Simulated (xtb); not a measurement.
CH4F2Si, SMILES C[SiH](F)F. All values are semi-empirical tight-binding results from xtb (GFN2-xTB unless named), good for trends rather than for accurate numbers. The structure is a stationary point at GFN2-xTB.

Optimised geometry:

Bonded distances (Å): Si1–C2 1.882, Si1–F3 1.601, Si1–F4 1.601, Si1–H5 1.443, C2–H6 1.086, C2–H7 1.086, C2–H8 1.088. Angles (°): C2–Si1–F3 109.9, C2–Si1–F4 109.9, C2–Si1–H5 119.0, F3–Si1–F4 101.8, F3–Si1–H5 107.4, F4–Si1–H5 107.4, Si1–C2–H6 111.6, Si1–C2–H7 111.5, Si1–C2–H8 110.7, H6–C2–H7 107.6, H6–C2–H8 107.6, H7–C2–H8 107.6.

```json
{
 "point_group_as_xtb_finds_it": "Cs",
 "orbital_gap": "7.07 eV",
 "dipole_moment": "2.72 D",
 "zero_point_energy": "31.5 kcal/mol",
 "G − E(el) at 298.15 K (modified RRHO)": "13.2 kcal/mol",
 "static polarisability (D4 model)": "49.8 bohr³",
 "solvation energy, GFN2-xTB/ALPB(water)": "-0.4 kcal/mol",
 "solvation energy, GFN2-xTB/ALPB(methanol)": "-1.3 kcal/mol"
}
```

Problem. Give the atomic charges and the Wiberg bond orders between heavy atoms. (The exact figures need the calculation; the answer reports its results.)

Solution. charges (e) Si1 0.62, C2 -0.20, F3 -0.26, F4 -0.26, H5 -0.04, H6 0.04, H7 0.04, H8 0.06. Bond orders Si1–C2 0.93, Si1–F3 1.09, Si1–F4 1.09.
